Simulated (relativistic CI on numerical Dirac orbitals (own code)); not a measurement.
**Mn2+ in a cubic cluster: L2,3 absorption with charge transfer**

Computed with a charge-transfer multiplet model of a cubic metal-ligand cluster with up to 3 ligand holes, Slater and spin-orbit integrals from Dirac-Coulomb-Breit ions, Slater integrals scaled by 0.8. The ground state mixes d5 with configurations of k ligand holes L, whose averages lie at kΔ + k(k − 1)U_dd/2; a core hole lowers each added d electron by U_cd. 300 K, Lorentzian 0.4 eV and Gaussian 0.3 eV FWHM.

Atomic integrals in eV (Slater integrals scaled, ζ unscaled), ground: F2dd 8.204, F4dd 5.095, zeta_d 0.037; with the core hole: F2dd 8.873, F4dd 5.517, zeta_d 0.052, zeta_core 6.792, F2cd 5.084, G1cd 3.747, G3cd 2.127.

Cluster parameters (eV): Δ = 5.3, U_dd = 6.2, U_cd = 7.5, 10Dq(ligand) = 0.2, V(eg) = 2, V(t2g) = -0.87, final-state hopping factor = 1.

| Case | n_d | d5 | d6L | d7L2 | d8L3 | S |
| --- | --- | --- | --- | --- | --- | --- |
| 10Dq = -0.65 eV | 5.16 | 0.85 | 0.15 | 0.00 | 0.00 | 2.50 |
| 10Dq = -0.35 eV | 5.15 | 0.85 | 0.14 | 0.00 | 0.00 | 2.50 |
| 10Dq = 0.25 eV | 5.14 | 0.86 | 0.14 | 0.00 | 0.00 | 2.50 |

Weights, n_d and S are thermal averages at 300 K. Photon energies count from the first peak over 30 % of the highest in each spectrum, which can be another peak from case to case. The parameters are a model scan and need not match a compound or its usual spin state. A negative ionic 10Dq is a model choice; hopping adds the covalent part of the field. Peaks in eV (height, largest 100):
- 10Dq = -0.65 eV: 0.0 (100), 1.1 (39), 3.3 (12), 10.4 (18), 12.0 (26)
- 10Dq = -0.35 eV: 0.0 (100), 1.0 (41), 3.2 (12), 10.3 (19), 11.9 (27)
- 10Dq = 0.25 eV: 0.0 (100), 1.0 (40), 3.1 (11), 10.1 (15), 10.5 (14), 12.0 (22)

Curve for 10Dq = -0.35 eV (points under 2 left out, the grid thinned):

(E (eV), Intensity): (-2.1, 2.0), (-1.8, 2.8), (-1.5, 4.4), (-1.2, 7.7), (-0.9, 17.7), (-0.7, 28.8), (-0.4, 56.0), (-0.1, 99.8), (0.2, 71.2), (0.5, 32.8), (0.8, 32.7), (1.1, 40.3), (1.4, 23.8), (1.7, 10.9), (1.9, 7.4), (2.2, 5.5), (2.5, 5.5), (2.8, 7.9), (3.1, 11.3), (3.4, 9.7), (3.7, 7.0), (4.0, 4.9), (4.3, 3.1), (4.5, 2.8), (4.8, 2.6), (5.1, 2.8), (5.4, 2.3), (6.9, 2.1), (7.2, 2.0), (9.1, 2.7), (9.4, 3.6), (9.6, 5.1), (9.9, 11.0), (10.2, 18.5), (10.5, 15.8), (10.8, 8.3), (11.1, 7.6), (11.4, 12.5), (11.7, 23.6), (12.0, 24.6), (12.2, 14.6), (12.5, 5.6), (12.8, 3.1), (13.1, 2.6), (13.4, 2.2)

For the case 10Dq = 0.25 eV, Δ = 5.3 eV is smaller than U_dd = 6.2 eV, the charge-transfer side of the Zaanen-Sawatzky-Allen scheme. With the core hole the configuration with one ligand hole lies at Δ + U_dd − U_cd = 4.0 eV above the one without, against Δ in the ground state. The added d electron screens the hole, so the order of the configurations is kept and charge-transfer satellites are weaker than in photoemission.
